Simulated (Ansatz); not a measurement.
`C[BH][Al]([CH3])[F]` + H₂S → `[CH3][Al]([F])[SH]` + `BC` at 500 K and 1 bar (cleavage of the Al–B bond).

Isolated molecules relaxed with PBE0-D4/def2-TZVP in Ansatz; ΔE leaves out vibrations. CBS: MP2 limit from def2 TZ/QZ plus the TZ coupled-cluster correction, frozen cores. This one scheme is used for every species. Each species was taken in one conformer, which may not be the lowest.

| species | CCSD(T)/CBS energy (Eh) | H − E (kJ/mol) | S (J/(mol·K)) |
| --- | --- | --- | --- |
| `C[BH][Al]([CH3])[F]` | -446.98354 | 280.6 | 466.7 |
| H₂S | -398.97279 | 57.0 | 224.0 |
| `[CH3][Al]([F])[SH]` | -780.18144 | 167.7 | 403.4 |
| `BC` | -65.83255 | 172.2 | 281.8 |

H − E and S are ideal-gas, rigid-rotor, harmonic terms from PBE0-D4/def2-TZVP, for one conformer and one mirror image of each species. 1 Eh = 2625.50 kJ/mol, R = 8.31446 J/(mol·K).

Problem. By hand: ΔE, ΔH, ΔS and ΔG.

Solution. ΔE = (-780.18144) + (-65.83255) − (-446.98354) − (-398.97279) = -0.05766 Eh = -151.4 kJ/mol. Δ(H − E) = 167.7 + 172.2 − 280.6 − 57.0 = 2.3, so ΔH = -149.1 kJ/mol. ΔS = 403.4 + 281.8 − 466.7 − 224.0 = -5.5 J/(mol·K). ΔG = -149.1 − 500 × (-5.5)/1000 = -146.3 kJ/mol.

Problem. By hand: the equilibrium constant, and the temperature at which ΔG would vanish if ΔH and ΔS stayed fixed.

Solution. log₁₀ K = −ΔG/(RT ln 10) = 15.3. ΔG = 0 at ΔH/ΔS = 27109 K, far beyond where these terms or the molecules hold.

The number of gas molecules stays the same, so ΔS is small and ΔH decides. A doubt of 5 kJ/mol in ΔE shifts log₁₀ K by 0.5 here. Other conformers and mirror images would add mixing entropy, several J/(mol·K) or more a flexible species. Modes under 60 cm⁻¹, often nearly free rotors, make the harmonic entropy too high. These are equilibria of isolated gas molecules and say nothing of rates. Largest T1 diagnostic: 0.011 (customary marks: 0.02 for closed shells, 0.045 for open ones).
